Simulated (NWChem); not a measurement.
System: MgGeH₃Br; SMILES [Mg]([GeH3])[Br]

This build's default masses of Se (78.918 u) and Br (79.917 u) are each other's, which moves their modes by up to 0.6 %. B3LYP is NWChem's, with the RPA form of VWN correlation.

Give the equilibrium geometry at B3LYP/6-31G* (spherical d) (NWChem) as a Z-matrix, with the point group.

point group C3v; any orientation.
```
Ge
H 1 1.5539
H 1 1.5540 2 105.60
H 1 1.5542 2 105.56 3 111.52
Mg 1 2.5737 2 113.15 4 124.19
Br 5 2.3618 4 155.78 1 179.99
```
